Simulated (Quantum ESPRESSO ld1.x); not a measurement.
Values are calculated unless marked as measured or tabulated.
All-electron atom: Os73+ in [He] 2s1.

Level of theory: scalar-relativistic Kohn-Sham, relativistic LDA (MacDonald-Vosko exchange, VWN5 correlation), spin-unpolarised, spherical densities, point nucleus; without spin polarisation the odd electron is poorly described (ld1.x of Quantum ESPRESSO 7.5).

Energy parts (eV):
total: -190339.8
kinetic: 226331.5
electron-nucleus: -419769.0
Hartree: 4062.8
exchange-correlation: -965.1

Orbitals (lengths in bohr, moments of r in powers of bohr; <r^-3> diverges for s and p1/2; r(90%) holds 90 % of the orbital's charge):
| orbital | occ. | eigenvalue (eV) | r(90%) | <r^-3> |
|---|---|---|---|---|
| 1s | 2 | -82823.0 | 0.0323 | - |
| 2s | 1 | -20741.9 | 0.111 | - |

The highest occupied level is 2s at -20742 eV. The density falls to 0.001 e/bohr^3 at r = 0.27 bohr.
